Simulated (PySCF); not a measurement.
**Ionisation energy of Dy⁴³⁺ by level of theory**

Dy⁴³⁺ [Ar] 3d5 (6S) → Dy⁴⁴⁺ [Ar] 3d4 (5D), as a difference of total energies. Calculation: PySCF 2.14, in an even-tempered Gaussian basis (18 s from 8.4 bohr⁻², ratio 2.5; 12 p from 11 bohr⁻², ratio 2.5; 7 d from 11 bohr⁻², ratio 2.5; 4 f from 43 bohr⁻², ratio 2.7; 3 g from 64 bohr⁻², ratio 2.7); the spin-free X2C one-electron Hamiltonian (Gaussian nucleus). Correlated levels: outer shells: [Ne] frozen; virtual orbitals above 40 to 60 times the deepest correlated orbital energy dropped. The calculations carry no spin-orbit coupling.

| method | ionisation energy (eV) |
| --- | --- |
| UHF | 3481.4 |
| LDA | 3478.0 |
| PBE | 3477.5 |
| PBE0 | 3479.0 |
| r2SCAN | 3479.6 |
| M06-L | 3481.2 |
| TPSS | 3476.5 |
| MP2 (outer shells) | 3481.7 |
| SCS-MP2 (outer shells) | 3481.1 |

Spin-orbit coupling is strong in these open shells (close to jj coupling). The scalar numbers leave it out and a first-order estimate fails, so it can dominate the gap to the real levels.

Breit and QED terms and the two-electron picture change are absent.

For comparison: 3445 ± 4 eV (theoretical estimate listed by NIST; NIST Atomic Spectra Database, ionization energies).
